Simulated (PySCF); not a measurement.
An excited-state job on `CS/C(=C\F)C(F)(F)F`.

Method: TDDFT CAM-B3LYP/def2-SVPD, vertical, gas phase, core orbitals frozen in the response (PySCF 2.14.0, density-fitted response routines). Geometry: PBE0-D3(BJ)/def2-SVP. The input is one job of a driver script: a line of settings, then coordinates in Å.

Command:
```bash
OMP_NUM_THREADS=1 python probes_run.py task.json out
```

Input:
```
{"job": {"kind": "uv", "xc": "CAM-B3LYP", "basis": "def2-SVPD", "dynamic": true, "nstates": 6, "ntriplets": 0}, "charge": 0, "multiplicity": 1}
C      1.765001    -0.811141    -0.884371
S      0.682156     0.586404    -1.290581
C     -0.414517     0.588782     0.090026
C     -0.343908     1.514525     1.052843
F      0.592500     2.432103     1.092465
C     -1.534334    -0.411477     0.120313
F     -1.067227    -1.666541     0.118401
F     -2.293137    -0.276044     1.216252
F     -2.331287    -0.288775    -0.937796
H      2.283061    -0.639563     0.069044
H      2.508085    -0.853178    -1.693305
H      1.209021    -1.756537    -0.853820
H     -1.058414     1.585432     1.877889
```

Output:
```
coarse grid: 12792 points
cycle   1  E = -951.4111095948  dE =  1.521e+00  |g| = 9.800e-01  |ddm| = 5.432e+00
cycle   2  E = -951.3422386183  dE =  6.887e-02  |g| = 1.250e+00  |ddm| = 2.495e+00
cycle   3  E = -951.5912192593  dE = -2.490e-01  |g| = 9.374e-02  |ddm| = 1.443e+00
cycle   4  E = -951.5924922117  dE = -1.273e-03  |g| = 4.830e-02  |ddm| = 1.616e-01
cycle   5  E = -951.5929778747  dE = -4.857e-04  |g| = 1.322e-02  |ddm| = 1.025e-01
cycle   6  E = -951.5930151248  dE = -3.725e-05  |g| = 2.572e-03  |ddm| = 2.322e-02
cycle   7  E = -951.5930166911  dE = -1.566e-06  |g| = 7.761e-04  |ddm| = 6.967e-03
final grid: 124488 points
cycle   8  E = -951.7060105793  dE = -3.334e-05  |g| = 4.355e-03  |ddm| = 8.442e-02
cycle   9  E = -951.7060097703  dE =  8.090e-07  |g| = 5.076e-03  |ddm| = 1.237e-02
cycle  10  E = -951.7060138982  dE = -4.128e-06  |g| = 3.762e-04  |ddm| = 5.147e-03
cycle  11  E = -951.7060139191  dE = -2.087e-08  |g| = 2.175e-04  |ddm| = 9.054e-04
cycle  12  E = -951.7060139293  dE = -1.023e-08  |g| = 4.945e-05  |ddm| = 3.718e-04
cycle  13  E = -951.7060139299  dE = -5.775e-10  |g| = 1.068e-05  |ddm| = 1.099e-04
converged SCF energy = -951.7060139299

Static polarisability (au): isotropic 72.485, principal 60.888 69.743 86.824

Singlet excitations
state   eV       nm        f      main configurations
  1   4.8548    255.4   0.01162   H->L 0.95
  2   6.1887    200.3   0.00188   H->L+1 0.43, H->L+2 0.31
  3   6.5857    188.3   0.00590   H->L+1 0.34, H->L+2 0.31, H->L+3 0.14
  4   6.8897    180.0   0.33614   H-1->L 0.86
  5   7.3222    169.3   0.00903   H->L+5 0.29, H->L+3 0.25, H->L+1 0.10
  6   7.4506    166.4   0.01524   H->L+3 0.35, H-1->L+1 0.21, H->L+4 0.16
```

The SCF starts on a coarse grid where the log names one; the energy can jump when the final grid takes over, and dE then counts from the start density on the new grid. H and L stand for HOMO and LUMO; the number after each pair is its weight.

Give S1 in cm⁻¹ and kJ/mol.

4.8548 eV × 8065.54 = 39157 cm⁻¹; × 96.485 = 468.4 kJ/mol.

How does the lowest singlet excitation compare with the HOMO–LUMO gap?

HOMO -8.48 eV and LUMO -0.04 eV give a gap of 8.44 eV; S1 at 4.85 eV lies 3.59 eV below it.

In short: HOMO -8.48 eV, LUMO -0.04 eV; lowest singlet 4.85 eV; mean polarisability 72.5 au.

Cost: about 2.4 min of CPU time on one thread; the machine was shared, so the figure is rough.

One conformer stands for the species.
Labels such as C1 count atoms from 1, the log's own numbers from 0.
